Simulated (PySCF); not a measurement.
An unknown is described by computed data only.

Elements present: B, C, H and N. Monoisotopic mass: 96.0859 u.

| Item | Value |
| --- | --- |
| 13C NMR | chemical shifts (computed TMS as zero) by class: 157.3 (1 C), 122.2 (1 C), 63.2 (1 C), 53.5 (1 C) ppm [GIAO CAM-B3LYP/pcSseg-1] |
| Dipole | 1.07 D [wB97X-D/def2-SVPD] |
| Valence photoelectron | vertical ionisation energy: 8.19 eV [ΔSCF wB97X-D/def2-SVPD] |
| UV, first state | lowest singlet excitation: 5.81 eV (214 nm, f = 0.023) [TDDFT wB97X-D/def2-SVPD] |
| UV, strongest line | among the 10 lowest singlet transitions: S7 at 7.52 eV (165 nm, f = 0.315) [TDDFT wB97X-D/def2-SVPD] |
| Rotational structure | rotational constants A, B, C: 6.364, 1.858, 1.578 GHz [PBE0-D3(BJ)/def2-SVP] |
| Couplings | largest of the computed one-bond spin–spin couplings (means over like bonds): 13C–1H +168.9, 13C–1H +163.2, 13C–1H +162.3, 11B–1H +152.4, 13C–1H +144.1, 13C–1H +144.0, 13C–1H +143.2, 15N–1H -94.2 Hz [B3LYP/pcJ-1, spin–dipole term left out for some pairs] |
| Triplet | lowest triplet excitation (Tamm–Dancoff): 4.54 eV [TDA wB97X-D/def2-SVPD] |
| 1H NMR | chemical shifts (computed TMS as zero) by class: 5.93 (1 H), 5.14 (1 H), 5.07 (1 H), 4.18 (1 H), 3.91 (1 H), 3.63 (1 H), 3.04 (1 H), 2.26 (1 H), 2.06 (1 H) ppm [GIAO CAM-B3LYP/pcSseg-1] |

The electronic properties come from PySCF, for the isolated species, density fitting. Levels stand in brackets. Geometry: PBE0-D3(BJ)/def2-SVP, one conformer, isolated molecule. NMR values are class means; diastereotopic atoms form classes of their own.

**Question.** Which formula fits the mass and the elements?

**Answer.** C4H9BN2 (calculated 96.0859). No other formula that holds each of these elements comes within 0.0003 u with a fitting electron parity and a possible valence count.

**Question.** Propose a structure and show how it fits.

**Answer.** Numbering: `[CH2:1]=[CH:2][C@@H:3]1[CH2:4][NH:5][BH:6][NH:7]1`. 4 carbons fall into 4 classes; from least to most shielded: alkene CH carbon [C2] (157.3 ppm), terminal =CH2 carbon [C1] (122.2 ppm), ring sp3 carbon bound to nitrogen [C3] (63.2 ppm), ring sp3 carbon bound to nitrogen [C4] (53.5 ppm). Hydrogen classes from least to most shielded: 1 H on an alkene CH carbon, C2 (5.93 ppm), 1 H on a terminal =CH2 carbon, C1 (5.14 ppm), 1 H on a terminal =CH2 carbon, C1 (5.07 ppm), 1 H on a three-coordinate boron, B6 (4.18 ppm), 1 H on an sp3 carbon bound to nitrogen, C3 (3.91 ppm), 1 H on an sp3 carbon bound to nitrogen, C4 (3.63 ppm), 1 H on an sp3 carbon bound to nitrogen, C4 (3.04 ppm), 1 H on a boron-bound nitrogen, N7 (2.26 ppm), 1 H on a boron-bound nitrogen, N5 (2.06 ppm). The couplings run between: +168.9 Hz, terminal =CH2 carbon [C1] and its hydrogen; +163.2 Hz, terminal =CH2 carbon [C1] and its hydrogen; +162.3 Hz, alkene CH carbon [C2] and its hydrogen; +152.4 Hz, three-coordinate boron [B6] and its hydrogen; +144.1 Hz, sp3 carbon bound to nitrogen [C4] and its hydrogen; +144.0 Hz, sp3 carbon bound to nitrogen [C3] and its hydrogen; +143.2 Hz, sp3 carbon bound to nitrogen [C4] and its hydrogen; -94.2 Hz, boron-bound nitrogen [N5] and its hydrogen. The first electron is taken from the HOMO, whose largest Löwdin shares are 0.34 on a boron-bound nitrogen, 0.32 on a boron-bound nitrogen, 0.06 on the three-coordinate boron and 0.06 on an sp3 carbon bound to nitrogen. The optimised geometry has point group C1 and is an asymmetric top. Structure: `C=C[C@@H]1CNBN1`. Computed isomers that give other values at the same levels: `C=C[B@H-](C#N)[NH2+]C` (13C chemical shifts (computed TMS as zero) by class: 162.1 (1 C), 135.5 (1 C), 119.5 (1 C), 31.9 (1 C) ppm); `CC#CB(N)NC` (13C chemical shifts (computed TMS as zero) by class: 105.7 (1 C), 88.3 (1 C), 32.2 (1 C), 4.2 (1 C) ppm); `C#CB(N)N(C)C` (13C chemical shifts (computed TMS as zero) by class: 97.0 (1 C), 92.7 (1 C), 38.8 (2 C) ppm). The assignments are read from this structure; whether some other isomer fits the data as well wasn't checked. The mirror image fits equally.
